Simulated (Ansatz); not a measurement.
`N[Si](F)(F)Br`, 7 atoms. The species carries charge 0 and has multiplicity 1. Correlated methods include outer-core shells of Br, which these sets cover unevenly. Scalar relativity is left out up to krypton. All runs use 4 threads of an Arm Neoverse V1 on a shared host. Correlated methods freeze the cores.

**Question.** How many basis functions does each run have, and how long does it take in Ansatz? direct RPA on PBE orbitals/def2-TZVPP energy; RKS PBE-D4/def2-TZVPP energy and forces; RKS PBE0-D4/def2-QZVPP energy; RKS BLYP-D4/def2-TZVPP energy; RKS ωB97X-V/def2-TZVPP energy; RKS PBE0-D4/def2-TZVP frequencies; RHF-CCSD(T)/def2-TZVPP energy; RKS B97M-V/def2-TZVPP energy; RKS ωB97M-V/def2-SVP energy; RKS PBE0-D4/def2-SVP energy; RKS ωB97M-V/def2-QZVPP energy; RHF-CCSD(T)/def2-SVP energy. (An estimate is asked.)

**Answer.** Ansatz gave: Other jobs shared the machine, so times are rough.

| level | job | functions | wall time | peak host memory (GiB) |
| --- | --- | --- | --- | --- |
| RKS PBE0-D4/def2-SVP | energy | 102 | 1.1 s | 0.21 |
| RKS BLYP-D4/def2-TZVPP | energy | 211 | 2 s | 0.27 |
| RKS PBE-D4/def2-TZVPP | energy and forces | 211 | 2.3 s | 0.27 |
| direct RPA on PBE orbitals/def2-TZVPP | energy | 211 | 4.3 s | 0.43 |
| RKS ωB97M-V/def2-SVP | energy | 102 | 4.9 s | 0.32 |
| RHF-CCSD(T)/def2-SVP | energy | 102 | 6 s | 0.43 |
| RKS PBE0-D4/def2-QZVPP | energy | 390 | 7.5 s | 1.4 |
| RKS ωB97X-V/def2-TZVPP | energy | 211 | 7.5 s | 0.74 |
| RKS B97M-V/def2-TZVPP | energy | 211 | 7.5 s | 0.35 |
| RKS ωB97M-V/def2-QZVPP | energy | 390 | 17 s | 1.7 |
| RKS PBE0-D4/def2-TZVP | frequencies | 190 | 110 s | 0.52 |
| RHF-CCSD(T)/def2-TZVPP | energy | 211 | 2.5 min | 3.2 |
